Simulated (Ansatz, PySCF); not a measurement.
Spin gap between two states, R1 and P1; the higher of the two is an excited state, each structure at its B3LYP-D3(BJ)/def2-TZVP stationary point, reached from a drawn start (curvature not checked).
R1, CCl2 (SMILES Cl[C]Cl) (charge 0, multiplicity 1):
| atom | x (Å) | y (Å) | z (Å) |
|---|---|---|---|
| C | 0.0000 | 0.0000 | -0.6623 |
| Cl | 1.4092 | 0.0000 | 0.3312 |
| Cl | -1.4092 | 0.0000 | 0.3312 |
P1, CCl2 (SMILES Cl[C]Cl) (charge 0, multiplicity 3, Z-matrix in Å and degrees):
```
C
Cl 1 1.6745
Cl 1 1.6745 2 128.72
```

P less R. No zero-point or thermal terms; singlets are restricted closed shells; open shells are unrestricted.

Frozen-core correlation throughout. CBS: X⁻³ extrapolation of the correlation energy, Hartree–Fock from the larger set.

Codes used: Ansatz (Gaussian orbitals); PySCF for the D3/D4 terms. All values are computed, each at the level named.

```json
[
 {"level": "HF/cc-pV(T+d)Z", "spin gap (eV)": "-0.216"},
 {"level": "SVWN5/def2-TZVPP", "spin gap (eV)": "0.839"},
 {"level": "BLYP-D4/def2-TZVPP", "spin gap (eV)": "0.895"},
 {"level": "B97M-V/def2-TZVPP", "spin gap (eV)": "0.853"},
 {"level": "B3LYP-D4/def2-TZVPP", "spin gap (eV)": "0.743"},
 {"level": "CAM-B3LYP/def2-TZVPP", "spin gap (eV)": "0.634"},
 {"level": "CAM-B3LYP-D3(BJ)/def2-TZVPP", "spin gap (eV)": "0.635"},
 {"level": "MP2/cc-pV(D+d)Z", "spin gap (eV)": "0.668"},
 {"level": "CCSD(T)/CBS(cc-pV(T+d)Z, cc-pV(Q+d)Z)", "spin gap (eV)": "[?]"}
]
```

Task: Complete the blanks.

Result: 
- CCSD(T)/CBS(cc-pV(T+d)Z, cc-pV(Q+d)Z), spin gap (eV): 0.869

Ansatz is an electronic-structure program.
